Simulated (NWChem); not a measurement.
Molecule: CH6BeSi; SMILES [CH3][Be][SiH3]

B3LYP is NWChem's, with the RPA form of VWN correlation.

### Question
Give the equilibrium geometry at B3LYP/6-31G* (spherical d) (NWChem) as a list of bonds and angles, with the point group.

### Answer
point group C3; any orientation.
Bonded distances (Å): Be1–C2 1.679, Be1–Si6 2.190, C2–H3 1.100, C2–H4 1.100, C2–H5 1.100, Si6–H7 1.496, Si6–H8 1.496, Si6–H9 1.496. Bond angles (°): C2–Be1–Si6 180.0, Be1–C2–H3 112.2, Be1–C2–H4 112.2, Be1–C2–H5 112.2, H3–C2–H4 106.6, H3–C2–H5 106.6, H4–C2–H5 106.6, Be1–Si6–H7 112.7, Be1–Si6–H8 112.7, Be1–Si6–H9 112.7, H7–Si6–H8 106.0, H7–Si6–H9 106.0, H8–Si6–H9 106.0.
